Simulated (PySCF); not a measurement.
F6Mo, SMILES [F][Mo-]([F])([F])([F])([F])[F] (connectivity only; charge and spin as stated), charge -1, multiplicity 2. Atoms are numbered in the order given.

```xyz
7

Mo     0.0000     0.0000     0.0000
F     -1.3150     0.0000    -1.3715
F      1.3150     0.0000     1.3715
F      1.3150     0.0000    -1.3715
F     -1.3150     0.0000     1.3715
F      0.0000    -1.9258     0.0000
F      0.0000     1.9258     0.0000
```
Charge -1, spin multiplicity 2.

Coordinates come from a PBE-D3(BJ)/def2-SVPD optimisation. A frequency run showed that this geometry is not a minimum. The multiplicity is an assumed one; other spin states were not compared. The def2 effective core potentials stand for the cores of Mo; spin–orbit coupling is left out.

All values below come from PySCF 2.14.0 with PBE-D3(BJ)/def2-SVPD.

Frequencies are harmonic and unscaled.

Q: List the normal modes with their intensities. (Estimate from the structure and the level; the computed values follow.)

A: 
```tsv
mode	ν (cm⁻¹)	IR (km/mol)	moving atoms (share of kinetic energy)
1	113i	0.0	F 100 %
2	116	1.5	F 99 %
3	137	6.8	F 97 %
4	160	0.0	F 100 %
5	242	0.0	F 100 %
6	242	19.1	F 78 %, Mo 22 %
7	251	15.0	F 79 %, Mo 21 %
8	260	11.4	F 78 %, Mo 22 %
9	271	0.0	F 100 %
10	383	0.0	F 100 %
11	539	0.0	F 100 %
12	604	326.0	F 68 %, Mo 32 %
13	615	323.5	F 70 %, Mo 30 %
14	628	0.0	F 100 %
15	631	333.4	F 69 %, Mo 31 %
```
